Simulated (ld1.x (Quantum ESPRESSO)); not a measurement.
Co: excitation energies, all-electron against TM

- Element: Co (Z = 27)
- Generator: ld1.x (Quantum ESPRESSO) 7.5
- Type: norm-conserving Troullier–Martins (Kleinman–Bylander form)
- Functional: PBE
- Relativity: scalar-relativistic
- Frozen core: [Ar]
- Valence charge: 9
- Reference configuration: 3d7 4s1 4p1
- Partial waves: 4p (bound): rc 3.05 bohr; 3d (bound): rc 1.60 bohr; 4s (bound): rc 2.05 bohr
- Local potential: the s channel
- Core correction: a·sin(br)/r model core inside 0.95 bohr

Energies are relative to the spin-unpolarised reference configuration 3d7 4s1 4p1; without spin polarisation the order of configurations can differ from experiment. Not all tests gave a result: 1 of 7 tests not solved or not reliable.

| valence configuration | charge | ΔE all-electron (eV) | error AE − PS (meV) |
| --- | --- | --- | --- |
| 3d7 4s2 4p0 | 0 | -4.351 | -0.4 |
| 3d7 4s0 4p0 | +2 | 21.465 | -27 |
| 3d8 4s1 4p0 | 0 | -5.553 | -219 |
| 3d5 4s0 4p0 | +4 | 112.687 | -1791 |

Question: What are ΔE and the potential's error for 3d6 4s2 4p1?

Answer: ΔE = 5.310 eV all-electron; the error (AE − PS) is -382 meV.

Question: What are ΔE and the potential's error for 3d8 4s0 4p0?

Answer: ΔE = 2.120 eV all-electron; the error (AE − PS) is -328 meV.

Levels in the configuration 3d6 4s2 4p1:

```
level  all-electron (eV)  pseudo (eV)
   3d            -15.174      -15.962
   4s             -7.783       -7.769
   4p             -2.624       -2.595
```
